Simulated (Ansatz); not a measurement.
Conformers of CH₆GeOS (`C[O][GeH2][SH]`), each relaxed with PBE0-D4/def2-TZVP in Ansatz. CBS adds the triple-zeta coupled-cluster correction to the MP2 limit.

Outer-core shells of Ge are correlated without core-valence functions. Scalar relativity is left out up to krypton. Spin–orbit coupling is left out.

Not all of them had a frequency check.

Conformer A:

Cartesian coordinates in Å:
```
C 0.576 -0.794 1.254
O -0.223 -1.016 0.115
Ge -0.148 0.147 -1.222
S -0.732 2.178 -0.543
H 1.647 -0.802 1.012
H 0.381 -1.601 1.963
H 0.339 0.160 1.740
H 1.303 0.295 -1.713
H -1.126 -0.414 -2.256
H -2.018 1.845 -0.349
```

Conformer B:

Z-matrix (Å, degrees):
```
C
O 1 1.408
H 1 1.098 2 112.2
H 1 1.099 2 112.3 3 122.2
H 1 1.092 2 107.9 3 -118.9
Ge 2 1.779 1 117.6 3 -66.4
S 6 2.202 2 107.3 1 -172.9
H 6 1.541 2 107.5 1 -52.0
H 6 1.538 2 110.3 1 70.8
H 7 1.343 6 93.9 2 69.9
```

(1) Which is lowest in electronic energy at CCSD(T)/CBS (frozen core, def2 sets), and by how much? (Best estimate.)

(2) Give the energies relative to A (kJ/mol) with r2SCAN-D4/def2-TZVPP, ωB97M-V/def2-TZVPP, PBE/def2-TZVPP, HF/def2-TZVPP, SCS-MP2/def2-TZVPP, MP2/def2-QZVPP, MP2/CBS(def2). (Estimate.)

## Answers

(1) Ansatz gave: A; B lies 7.7 kJ/mol higher.

(2) Computed: 
```csv
level,B
r2SCAN-D4/def2-TZVPP,8.8
ωB97M-V/def2-TZVPP,8.4
PBE/def2-TZVPP,8.4
HF/def2-TZVPP,6.2
SCS-MP2/def2-TZVPP,8.1
MP2/def2-QZVPP,8.2
MP2/CBS(def2),8.2
```
